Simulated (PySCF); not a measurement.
This PySCF input asks for the NMR shieldings of `FCC[C@@]1([SiH3])CN[SiH2]N1`, C₄H₁₃FN₂Si₂; the geometry comes from GFN2-xTB.

```python
import basis_set_exchange as bse
import numpy as np
from pyscf import gto, dft
from pyscf.prop import nmr

atoms = """
F     3.008422   -0.149352    0.580228
C     2.174554   -1.057050   -0.037495
C     0.773834   -0.968758    0.538969
C    -0.004176    0.299674    0.152853
Si    0.957185    1.932941    0.440842
C    -0.520271    0.185469   -1.283430
N    -1.694321   -0.660058   -1.237766
Si   -2.540623   -0.465459    0.249276
N    -1.221955    0.382307    0.953564
H     2.614731   -2.044469    0.137629
H     2.201811   -0.821739   -1.105312
H     0.200598   -1.838430    0.208887
H     0.855827   -1.010214    1.628560
H     1.990738    2.113699   -0.576731
H    -0.029760    3.008460    0.329437
H     1.517947    1.909108    1.789652
H     0.234231   -0.256471   -1.942559
H    -0.758605    1.186208   -1.671666
H    -2.157881   -0.754375   -2.125500
H    -2.855026   -1.813795    0.731676
H    -3.704012    0.424088    0.293319
H    -1.053657    0.417602    1.944717
"""
names = dict.fromkeys(["F", "C", "Si", "N", "H"], "pcSseg-1")
basis = {el: gto.basis.parse(bse.get_basis(n, elements=[el], fmt="nwchem")) for el, n in names.items()}
mol = gto.M(atom=atoms, basis=basis, charge=0, verbose=0)
mf = dft.RKS(mol, xc="PBE0")
mf.grids.level = 2
mf.grids.alignment = dft.numint.BLKSIZE   # the property module wants whole blocks of grid points
mf.conv_tol = 1e-9
mf.kernel()

calc = nmr.RKS(mf)   # GIAO
C = mf.mo_coeff
Co = C[:, mf.mo_occ > 0]
resp = mf.gen_response(singlet=True, hermi=2)
def vind(x):   # induced exchange potential for any number of trial vectors
    d = np.einsum("pi,xij,qj->xpq", C, 2 * x.reshape(-1, C.shape[1], Co.shape[1]), Co, optimize=True)
    return np.einsum("xpq,pi,qj->xij", resp(d - d.transpose(0, 2, 1)), C, Co, optimize=True).ravel()
mo1, _ = nmr.rhf.solve_mo1(calc, with_cphf=vind)
sigma = calc.kernel(mo1)
for i, s in enumerate(sigma):   # ppm
    print("%2d %-2s %9.2f" % (i, mol.atom_pure_symbol(i), np.trace(s) / 3))
```

Task: What does it print?

Result: 
```
 0 F     413.44
 1 C     102.22
 2 C     142.32
 3 C     139.03
 4 Si    405.73
 5 C     135.36
 6 N     249.96
 7 Si    377.28
 8 N     219.61
 9 H      26.87
10 H      27.15
11 H      29.29
12 H      30.16
13 H      27.72
14 H      28.04
15 H      27.80
16 H      28.39
17 H      28.26
18 H      31.87
19 H      26.38
20 H      26.49
21 H      31.78
```

These numbers come from an equivalent density-fitted implementation of the same equations, which agrees with the script to about 0.01 ppm for H and up to a few tenths of a ppm for heavy atoms, so last digits may differ.

Task: Turn these shieldings into chemical shifts. Scale: 19F (σ = 170.95 ppm) vs CFCl3; 13C (σ = 186.93 ppm), 29Si (σ = 349.16 ppm), 1H (σ = 31.72 ppm) against TMS; NH3 for 15N (σ = 267.73 ppm) (reference shieldings calculated alike).

Result: Averaging equivalent atoms: F 0: -242.5; C 1: 84.7; C 5: 51.6; C 3: 47.9; C 2: 44.6; Si 7: -28.1; Si 4: -56.6; N 8: 48.1; N 6: 17.8; H 19: 5.33; H 20: 5.22; H 9: 4.85; H 10: 4.56; H 13/14/15: 3.87; H 17: 3.45; H 16: 3.33; H 11: 2.43; H 12: 1.56; H 21: -0.06; H 18: -0.16 ppm. Unscaled 19F shifts against computed CFCl3 carry errors that often reach 10 to 50 ppm. Experimental scales use liquid or dissolved standards, which lie at an offset from isolated NH3 (liquid NH3: subtract about 20 ppm).

Size and cost of the density-fitted run: 232 basis functions, 61 s wall time on 1 thread of an Arm Neoverse V1, shared host; peak memory 1.1 GiB.
